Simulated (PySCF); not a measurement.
C3H12N2OSi.
Geometry (GFN2-xTB, Å), atoms numbered from 1 in this order:
```xyz
19
C3H12N2OSi angstrom
C      1.4508   -1.0653   -0.8584
C      0.6910    0.2371   -0.6161
C      1.4881    1.1333    0.3272
Si    -1.0708   -0.0898    0.0324
N     -1.8558    1.4425    0.2171
N     -0.9335   -0.9765    1.5133
O     -1.9602   -1.0169   -0.9897
H      1.5165   -1.6408    0.0621
H      0.9492   -1.6741   -1.6080
H      2.4628   -0.8620   -1.2088
H      0.6152    0.7568   -1.5772
H      0.9491    2.0556    0.5265
H      2.4578    1.3829   -0.1030
H      1.6589    0.6260    1.2739
H     -2.8122    1.4267    0.5353
H     -1.7774    2.0997   -0.5421
H     -0.3696   -0.5721    2.2419
H     -1.7834   -1.3381    1.9163
H     -1.6865   -1.9158   -1.1500
```

Level of theory: TDDFT CAM-B3LYP/def2-SVPD, vertical, gas phase, core orbitals frozen in the response in PySCF.

```csv
state,E (eV),λ (nm),ν̃ (cm⁻¹),f,"main configurations (H = HOMO, L = LUMO)"
S1,6.55,189.2,52860,0.030,H→L (79%)
S2,6.89,180.0,55560,0.063,"H-1→L (37%), H-2→L (28%), H→L+3 (12%)"
S3,7.27,170.6,58600,0.017,"H-1→L (47%), H-2→L (37%)"
S4,7.83,158.3,63170,0.0018,H→L+1 (50%)
S5,7.97,155.5,64320,0.012,"H→L+3 (30%), H-1→L+1 (13%), H-2→L+1 (11%)"
S6,8.01,154.8,64600,0.023,"H-1→L+1 (28%), H-1→L+3 (20%)"
S7,8.15,152.1,65730,0.013,"H→L+2 (39%), H→L+6 (14%), H→L+3 (9%)"
S8,8.27,150.0,66660,0.042,H-1→L+2 (59%)
```

Triplets, Tamm–Dancoff:

```
state  E (eV)  λ (nm)  main configurations (H = HOMO, L = LUMO)
   T1    6.26   197.9                                 H→L (70%)
   T2    6.53   190.0     H-2→L (30%), H-1→L (27%), H→L+3 (15%)
   T3    7.10   174.6                  H-1→L (51%), H-2→L (28%)
```

The lowest singlet comes at 189 nm (632 kJ/mol) in the vacuum ultraviolet; it is of moderate strength; its leading configuration is HOMO→LUMO (79%). The strongest level in the table is S2 at 6.89 eV (180 nm, f = 0.063). Löwdin shares by element: HOMO nitrogen 72%, silicon 5% (atoms not listed hold the other 22%); LUMO silicon 29%, oxygen 14%, hydrogen 14% or more (atoms not listed hold the other 43%). Of the 8 states listed, 7 reach f = 0.01 and none stays under 0.0005. Orbital energies (eV): HOMO-3 -10.76, HOMO-2 -9.36, HOMO-1 -9.06, HOMO -8.79, LUMO 0.83, LUMO+1 1.77, LUMO+2 1.85. The listed states span 1.71 eV, and the widest gap between neighbours is 0.57 eV (S3 to S4). Singlets were solved by full linear response, triplets in the Tamm–Dancoff approximation.

One conformer stands for the species.
